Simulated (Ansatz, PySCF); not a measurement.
Potential energy curve for AlH, singlet.

- RMP2 = MP2 on RHF/cc-pVTZ, 5 core orbitals frozen (PySCF 2.14.0)
- RKS-PBE = restricted PBE/cc-pVTZ run with Ansatz (a quantum-chemistry and plane-wave program)
- UCCSD(T) = CCSD(T) on UHF/cc-pVTZ, 5 core orbitals frozen (PySCF 2.14.0)

Energies relative to the lowest point of each curve near equilibrium, in kJ/mol:

```
R / Å   RMP2  RKS-PBE
-----  -----  -------
1.34    76.7     84.2
1.41    41.3     47.8
1.50    14.2     18.8
1.70     1.1      0.0
1.84    14.3      8.5
2.05    50.1     36.9
2.49   142.6    114.3
2.96   233.9    190.3
3.33   292.9    238.1
3.71   341.5    276.2
5.84   431.6    363.9
6.63   413.1    372.3
```

Question: Estimate the UCCSD(T) values at these points.

Answer: 1.34: 77.7; 1.41: 42.3; 1.50: 14.9; 1.70: 0.8; 1.84: 12.9; 2.05: 46.2; 2.49: 131.2; 2.96: 212.0; 3.33: 257.8; 3.71: 284.5; 5.84: 300.8; 6.63: 300.9 (kJ/mol).

The restricted form behind RMP2, RKS-PBE keeps the bonding electrons paired and can't separate into open-shell fragments. The T1 diagnostic of CCSD on the restricted reference of RMP2 exceeds 0.045 at 2.96 to 6.63 Å. The unrestricted determinant behind UCCSD(T) is spin-contaminated at 1.24 to 1.92, 2.49 to 6.63 Å (<S²> up to 1.0, against 0.00 for a pure singlet).
